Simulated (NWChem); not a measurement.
AlH$_{2}$Se$_{2}$Cl; SMILES [Cl][Al]([SeH])[SeH]

```xyz
6

Al     0.0000     0.0000     0.3994
Cl     0.0000     0.0000     2.4993
Se    -2.0570     0.0000    -0.6428
H     -1.4514     0.0000    -1.9853
Se     2.0570     0.0000    -0.6428
H      1.4514     0.0000    -1.9853
```
Atoms are numbered in this order, from 1.

All runs: NWChem. Coordinates come from a PBE0/def2-SVP optimisation.

### Question
Estimate the computed values for Hartree-Fock/def2-TZVP. Quantities: highest occupied level (eV); orbital gap (eV); dipole (D).

### Answer
```yaml
highest occupied level (eV): -10.00
orbital gap (eV): 11.89
dipole (D): 1.95
```
